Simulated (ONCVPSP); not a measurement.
Configuration tests for zirconium (ONCV)

* Element: Zr (Z = 40)
* Generator: ONCVPSP 4.0.1
* Type: optimised norm-conserving Vanderbilt (ONCV)
* Functional: PBE
* Relativity: fully relativistic
* Frozen core: [Kr]
* Valence charge: 4
* Reference configuration: 4d2 5s1 (charge +1)
* Partial waves: 5s: rc 3.15 bohr, ncon 4, nbas 9, qcut 1.8 1/bohr, 2 projectors, debl 2.1 Ha; p scattering state at 0.2 Ha: rc 2.60 bohr, ncon 4, nbas 8, qcut 2.7 1/bohr, 2 projectors, debl 3.8 Ha; 4d: rc 2.35 bohr, ncon 4, nbas 9, qcut 7.4 1/bohr, 2 projectors, debl 0.8 Ha
* Local potential: polynomial inside 1.45 bohr (lpopt 2, dvloc0 4 Ha)
* Core correction: none

Open shells are filled in proportion to 2j + 1.

In the p channel the program set the typed energies aside and used 0.050, 3.850 Ha (j = l + 1/2; the other j can differ).

Energies are relative to the spin-unpolarised reference configuration 4d2 5s1; without spin polarisation the order of configurations can differ from experiment.

```json
{"valence configuration": "4d2 5s2", "charge": "0", "ΔE all-electron (eV)": "-7.138", "error AE − PS (meV)": "+17"}
{"valence configuration": "4d1 5s0", "charge": "+3", "ΔE all-electron (eV)": "35.563", "error AE − PS (meV)": "+316"}
```

What are ΔE and the potential's error for 4d2 5s0?

ΔE = 12.940 eV all-electron; the error (AE − PS) is +109 meV.

What are ΔE and the potential's error for 4d2 5s1.5?

ΔE = -4.258 eV all-electron; the error (AE − PS) is +6.5 meV.

Note: no bound ghost flagged; GHOST(+) flagged for s at 53.6 eV, p1/2 at 114.5 eV, p3/2 at 114.8 eV.
